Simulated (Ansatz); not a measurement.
**Calibrating wB97X-V/def2-TZVPP on molecular compounds of N**

The atomisation energy (no zero-point term) in kJ/mol of 8 molecular compounds of N: x at wB97X-V/def2-TZVPP, y at CCSD(T)/CBS estimate. Shapes, held fixed at every level: PBE0-D4/def2-TZVP. Flexible molecules stand in one conformer, not always the lowest. Programs: Ansatz 0.2.0.

| molecule | x (kJ/mol) | y (kJ/mol) |
| --- | --- | --- |
| C2H7N (ethanamine) | 3683 | 3676 |
| BSi2NH8 (SMILES BN[SiH2][SiH3]) | 3930 | 3894 |
| C3H7N (N-methylethenamine) | 4294 | 4280 |
| CH9NSi2 (SMILES CN([SiH3])[SiH3]) | 4324 | ? |
| C2H8BN (SMILES BNCC) | 4556 | 4535 |
| C2H7Cl2NSi2 (SMILES C=CN([SiH2]Cl)[SiH2]Cl) | 5123 | 5098 |
| C7H17N (n-tert-butylisopropylamine) | 9848 | 9828 |
| C7H23NSi3 (SMILES C[SiH](C)N([SiH](C)C)[Si](C)(C)C) | 13037 | 12999 |

Task: Fit y = c + s·x to the known rows and predict y for CH9NSi2.

Result: 
1. Means of the 7 rows: x = 6353.00, y = 6330.0.
2. Σ(Δx)² = 78872300, Σ(Δx·Δy) = 78751639, so the slope is 78751639/78872300 = 0.99847.
3. Intercept: 6330.0 − (0.99847) × 6353.00 = -13.3. The largest residual of the fit is 17.
4. CH9NSi2: -13.3 + 0.99847 × 4324 = 4304 kJ/mol.

CCSD(T)/CBS estimate gives 4300 kJ/mol, so the prediction is off by +4 kJ/mol, within the largest residual. Uncorrected, wB97X-V/def2-TZVPP misses it by +24 kJ/mol, and the other rows by 23 on average. The line removes about 80 % of this miss. Left out in turn, the other rows are missed by 11 kJ/mol on average, so much of the error is systematic among these molecules. The CBS estimate extrapolates MP2 from def2-TZVPP and def2-QZVPP and adds CCSD(T) − MP2 in the triple-zeta set, cores frozen.
